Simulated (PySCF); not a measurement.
Species: C5H5F4O (doublet state).
Structure used (GFN2-xTB), in Å, numbered top down from 1:
```xyz
15
C5H5F4O angstrom
C      2.578   -0.072    0.429
O      1.298   -0.329   -0.100
C      0.285    0.399    0.385
C     -1.017    0.178   -0.043
C     -2.107    0.904    0.376
F     -1.946    1.904    1.255
C     -1.244   -0.931   -1.037
F     -0.818   -2.119   -0.583
F     -2.539   -1.093   -1.346
F     -0.606   -0.716   -2.198
H      3.278   -0.645   -0.175
H      2.642   -0.401    1.471
H      2.825    0.992    0.372
H      0.491    1.176    1.109
H     -3.125    0.758    0.064
```

The hyperfine couplings belong to this conformer and change with its torsions.

As a line formula: `CO/C=C(/[CH]F)C(F)(F)F` [radical].

Theory: UKS B3LYP, pcH-1 on C F H O, non-relativistic, mean-field spin-orbit, GIAO (PySCF). Isolated species at its GFN2-xTB geometry (one conformer only). The geometry wasn't refined by DFT: couplings that depend on bond lengths, twists or pyramidal angles can differ widely from those at the functional's own minimum. Stability of the SCF solution: not tested. ⟨S²⟩ is 0.774 where a pure state has 0.75.

**Question.** What is the g tensor, term by term?

**Answer.** 
```csv
Δg (ppm),1,2,3
relativistic mass correction,-206,-206,-206
gauge correction,-8,52,38
orbital Zeeman/spin–orbit,-17,1770,2876
total,-231,1616,2708
```

So g = 2.00209, 2.00394, 2.00503 and g_iso = 2.00368; the tensor is rhombic: the two nearest values differ by 37 % of g3 − g1. Axes: g3 points within 6° of the C5–H15 bond.

**Question.** What are the electron Larmor frequencies g μB B/h along the three axes at 3350 mT?

**Answer.** 93.8728, 93.9593, 94.0105 GHz for g1, g2 and g3, a range of 137.8 MHz.

**Question.** What effective moment and Curie constant follow for a powder?

**Answer.** With the mean of g² = 4.0147 and S(S+1) = 0.75: μ_eff = √(⟨g²⟩S(S+1)) = 1.735 μB and χT = 0.12505·⟨g²⟩·S(S+1) = 0.377 cm³ K/mol (cgs; spin-Hamiltonian part alone).

**Question.** In a frozen sample, at which fields do the three g values resonate at 9.5, 34, 94 and 263 GHz (hyperfine left aside), and which band first spreads them over more than twice a line width of 0.5 mT?

**Answer.** 
| band | GHz | B(g3) mT | B(g2) mT | B(g1) mT | spread mT |
| --- | --- | --- | --- | --- | --- |
| X | 9.5 | 338.53 | 338.71 | 339.02 | 0.50 |
| Q | 34.0 | 1211.57 | 1212.23 | 1213.34 | 1.78 |
| W | 94.0 | 3349.62 | 3351.45 | 3354.54 | 4.92 |
| J | 263.0 | 9371.82 | 9376.93 | 9385.58 | 13.76 |

The spread grows in proportion to the frequency. Q band is the first where it exceeds 1.0 mT.

The largest Mulliken spin populations are on C3 (+0.57), C5 (+0.56), C4 (-0.22) and O2 (+0.10). The angles at C3 add up to 360.0°, so it is planar.

The HOMO–LUMO gaps are 5.07 eV among the α and 5.75 eV among the β orbitals.
